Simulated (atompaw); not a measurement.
Plane-wave convergence, PAW (atompaw) potential for S

```
Element                 : S
Generator               : atompaw 4.2.0.5
Type                    : PAW
Functional              : PBEsol
Relativity              : scalar-relativistic
Frozen core             : [Ne]
Valence charge          : 6
Reference configuration : 3s2 3p4
Partial waves           : 3s (bound): rc 1.45 bohr; 3s channel at 2.4 Ry: rc 1.45 bohr; 3p (bound): rc 1.25 bohr; 3p channel at 0.35 Ry: rc 1.45 bohr; 3d channel at 0.1 Ry: rc 1.45 bohr
Local potential         : troulliermartins scheme with l = 3 at 0.5 Ry, radius 1.15 bohr
Core correction         : smooth core density matched at 1.15 bohr
Augmentation charge     : sinc compensation charge, radius 1.25 bohr; PAW radius 1.45 bohr; waves and projectors: custom rrkj gramschmidtortho
```

The pseudo-atom Hamiltonian at the reference potential is diagonalised in spherical Bessel functions j_l(qr) that vanish at 20 bohr, with q² up to the cutoff. All-electron valence levels (Ry): 3s -1.2638, 3p -0.5129.

How do the lowest levels (Ry) of each channel move with the cutoff, and are there ghosts?

```json
{"cutoff (Ry)": "8", "s #1": "-1.2492", "s #2": "-0.0206", "p #1": "-0.4946", "p #2": "0.0328", "d #1": "0.0712", "f #1": "0.1172", "Σ f·Δε (mRy)": "102.6"}
{"cutoff (Ry)": "10", "s #1": "-1.2535", "s #2": "-0.0209", "p #1": "-0.5065", "p #2": "0.0325", "d #1": "0.0711", "f #1": "0.1172", "Σ f·Δε (mRy)": "46.6"}
{"cutoff (Ry)": "12", "s #1": "-1.2580", "s #2": "-0.0212", "p #1": "-0.5107", "p #2": "0.0323", "d #1": "0.0710", "f #1": "0.1172", "Σ f·Δε (mRy)": "20.8"}
{"cutoff (Ry)": "15", "s #1": "-1.2612", "s #2": "-0.0214", "p #1": "-0.5119", "p #2": "0.0323", "d #1": "0.0710", "f #1": "0.1172", "Σ f·Δε (mRy)": "9.5"}
{"cutoff (Ry)": "18", "s #1": "-1.2632", "s #2": "-0.0216", "p #1": "-0.5120", "p #2": "0.0323", "d #1": "0.0709", "f #1": "0.1172", "Σ f·Δε (mRy)": "5.3"}
{"cutoff (Ry)": "21", "s #1": "-1.2635", "s #2": "-0.0216", "p #1": "-0.5120", "p #2": "0.0323", "d #1": "0.0709", "f #1": "0.1172", "Σ f·Δε (mRy)": "4.5"}
{"cutoff (Ry)": "25", "s #1": "-1.2635", "s #2": "-0.0216", "p #1": "-0.5122", "p #2": "0.0323", "d #1": "0.0709", "f #1": "0.1172", "Σ f·Δε (mRy)": "3.5"}
{"cutoff (Ry)": "30", "s #1": "-1.2636", "s #2": "-0.0216", "p #1": "-0.5126", "p #2": "0.0323", "d #1": "0.0708", "f #1": "0.1172", "Σ f·Δε (mRy)": "2.0"}
{"cutoff (Ry)": "35", "s #1": "-1.2637", "s #2": "-0.0216", "p #1": "-0.5128", "p #2": "0.0323", "d #1": "0.0708", "f #1": "0.1172", "Σ f·Δε (mRy)": "0.9"}
{"cutoff (Ry)": "40", "s #1": "-1.2638", "s #2": "-0.0216", "p #1": "-0.5128", "p #2": "0.0323", "d #1": "0.0708", "f #1": "0.1172", "Σ f·Δε (mRy)": "0.6"}
{"cutoff (Ry)": "45", "s #1": "-1.2638", "s #2": "-0.0216", "p #1": "-0.5129", "p #2": "0.0323", "d #1": "0.0708", "f #1": "0.1172", "Σ f·Δε (mRy)": "0.5"}
{"cutoff (Ry)": "400", "s #1": "-1.2638", "s #2": "-0.0216", "p #1": "-0.5130", "p #2": "0.0323", "d #1": "0.0708", "f #1": "0.1172", "Σ f·Δε (mRy)": "0.0"}
```

Result: no extra level below or beside the all-electron valence levels (s, p, d, f tested); 10 mRy is reached at 15 Ry and 1 mRy at 35 Ry.
